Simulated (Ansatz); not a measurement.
Which method gave which barrier?

Saddle point of SiH$_{2}$S$_{2}$F$_{2}$, singlet (SiH₂S₂F₂ ([F][Si]([F])([SH])[SH]) → SiSF₂ ([F][Si]([F])[S]) + H₂S (still joined by a long Si–S bond); bonds formed: S2–H4; bonds broken: S3–H4; bonds weakened to dative contacts: Si1–S2), PBE0-D4/def2-TZVP structure:

```
7
angstrom
Si -0.5029 -0.2446 0.6089
S 0.8664 -0.3512 -1.2561
S -1.4319 1.4366 0.1066
H -0.0737 0.7958 -1.2033
F -1.2176 -1.6546 0.5898
F 0.5186 -0.3422 1.8148
H 1.8411 0.3605 -0.6609
```

Ansatz 0.2.0; basis: def2-TZVPP, with def2-QZVPP for the basis limit; cores frozen in the correlated methods. Extrapolation: Hartree–Fock as exp(−7.88 √X), correlation as X^−2.97. Four methods, as single points on the PBE0-D4 structures, gave these electronic barriers from the start structure: 30.34, 33.56, 41.07, 49.34 kcal/mol.

(1) The methods were, in alphabetical order, BHLYP-D4, HF, PBE-D4, r2SCAN-D4. Which gave which? (A judgement: the text doesn't fix the answer.)

No T1 diagnostic of these runs exceeds 0.014.

Results:

(1) By the calculation: PBE-D4 30.34; r2SCAN-D4 33.56; BHLYP-D4 41.07; HF 49.34 kcal/mol. For comparison, CCSD(T) at an estimated basis limit (MP2 extrapolated from triple and quadruple zeta, plus CCSD(T) − MP2 in triple zeta) gives 37.86 kcal/mol.

Labels in which every atom is bracketed show which atoms are joined, not bond orders.

For scale, one of the runs: CCSD(T)/def2-TZVPP, 216 basis functions, launched by `ansatz run in.yaml --threads 4 --pin off --events-out ev --progress --plain --max-ram 9574MiB`. The run took 100 s on 4 CPU threads of an Intel Xeon (shared host), with 3 GiB of host memory at its peak.
